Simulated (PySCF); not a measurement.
# Dipole moment and polarisability of `ClC[SiH2]P[SiH2]Cl`

Compound: CH7Cl2PSi2.
Structure used (GFN2-xTB), in Å, numbered top down from 1:
```
atom  x, y, z in Å
Cl1   -1.376    0.071   -1.853
C2    -2.117   -0.162   -0.247
Si3   -0.866    0.398    1.086
P4     0.878   -0.971    0.883
Si5    1.985   -0.154   -0.894
Cl6    3.953   -0.289   -0.475
H7    -3.035    0.418   -0.236
H8    -2.370   -1.217   -0.170
H9    -1.477    0.184    2.401
H10   -0.624    1.830    0.877
H11    1.639   -0.331    1.844
H12    1.696   -1.024   -2.028
H13    1.710    1.247   -1.206
```

Level: CAM-B3LYP/def2-SVPD (PySCF), static field, nuclei fixed, core orbitals frozen in the response. The polarisability tensor in these axes (au):

```
x   139.78  -5.70  -7.49
y    -5.70  98.06  -2.00
z    -7.49  -2.00 118.03
```

Question: Give the principal values, the mean and the anisotropy Δα = √{½[(α1 − α2)² + (α2 − α3)² + (α1 − α3)²]}.

Answer: Principal values 96.86, 116.37 and 142.64 au; mean 118.62 au = 17.58 Å³ = 19.56 × 10⁻⁴⁰ C²·m²/J; Δα = 39.79 au (34 % of the mean).

Question: What is the dipole moment, and where does it point?

Answer: (-2.19, 0.52, 1.20) D, 2.55 D in size, pointing from the negative to the positive side. Measured along this direction, the outermost atoms are Cl6 at the negative end and H7 at the positive end.

Question: In a dilute gas of rigid molecules at 400 K, how does the orientational term μ²/3kT compare with the electronic polarisability?

Answer: In Gaussian units μ²/3kT = 39.25 Å³ against 17.58 Å³, a ratio of 2.23; the Debye molar polarisation (4π/3)N_A(α + μ²/3kT) is 143.3 cm³/mol, leaving out the vibrational part.

Question: Find the Langevin capture rate constant for O2+ (31.990 u) meeting this molecule (175.920 u), k = 2.342 × 10⁻⁹ cm³/s × √(α in Å³ / reduced mass in u).

Answer: The reduced mass is 27.07 u, so k = 1.89 × 10⁻⁹ cm³/s. The formula leaves out the permanent dipole, which adds to the capture rate.

Question: Form Σ f/ω² (atomic units) for the 8 lowest TDDFT singlets, given as eV and f, and set it beside the mean polarisability, which is this sum over all singlets: 5.78, 0.0095; 6.48, 0.0635; 6.65, 0.0407; 6.84, 0.0170; 6.93, 0.0108; 7.11, 0.0538; 7.26, 0.1745; 7.28, 0.0023.

Answer: They add up to 5.72 au, 4.8 % of the 118.62 au; the largest single term is 2.45 au, from the state at 7.26 eV. Terms in order: 0.21, 1.12, 0.68, 0.27, 0.17, 0.79, 2.45, 0.03 au. Higher excitations give the rest. The strengths listed sum to 0.372.

Question: Traceless (Buckingham) quadrupole moment about the centre of nuclear charge: eigenvalues?

Answer: -5.06, 0.02, 5.04 D·Å. The values depend on the origin, since the dipole doesn't vanish. The electronic extent ⟨r²⟩ about the same centre is 2048 bohr², a root-mean-square distance of 2.52 Å for the 90 electrons.

Question: Estimate the molar refractivity from the static electronic polarisability.

Answer: Lorentz–Lorenz: R = (4π/3)N_A α = 2.5225 cm³/(mol·Å³) × 17.58 Å³ = 44.3 cm³/mol, in the limit of long wavelengths.

Geometry: GFN2-xTB, one conformer, isolated molecule.
